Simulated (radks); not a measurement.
The arsenic ion As22+, 11 electrons, occupied as [Ne] 3s1. Calculated with a radial shooting solver on a logarithmic mesh with Libxc functionals: Dirac Kohn-Sham, BLYP, spin-unpolarised, spherical densities, finite nucleus; Fermi nuclear charge, rms radius 4.0968 fm.

Normalised radial functions P(r) = r R(r) (large component), r in bohr:

```
   r/bohr * 2s1/2, o 2p1/2 (the largest magnitude, 2.36, reaches the edge; | marks zero, & curves that meet)
 0.002645                             o   *
 0.003283                             o   *
 0.004107                             o    *
 0.005138                             o     *
 0.006377                             |o     *
 0.007978                             |o       *
 0.009901                             |o        *
  0.01239                             | o        *
  0.01537                             |  o        *
  0.01923                             |   o        *
  0.02387                             |    o       *
  0.02986                             |      o     *
  0.03736                             |         o*
  0.04637                             |      *     o
  0.05801                             |*              o
    0.072                        *    |                   o
  0.09007                *            |                       o
   0.1118         *                   |                         o
   0.1399   *                         |                          o
   0.1736  *                          |                        o
   0.2172     *                       |                    o
   0.2717           *                 |              o
   0.3372                 *           |        o
   0.4218                       *     |    o
   0.5236                           * | o
    0.655                            *o
   0.8129                             &
    1.017                             &
    1.262                             &
    1.579                             &
```

2s1/2: eigenvalue -2416.2 eV, 1 radial node at r = 0.0608 bohr, <r> = 0.199 bohr, 90 % of the charge inside 0.307 bohr. 2p1/2: eigenvalue -2268.6 eV, 0 radial nodes, <r> = 0.171 bohr, 90 % of the charge inside 0.279 bohr.
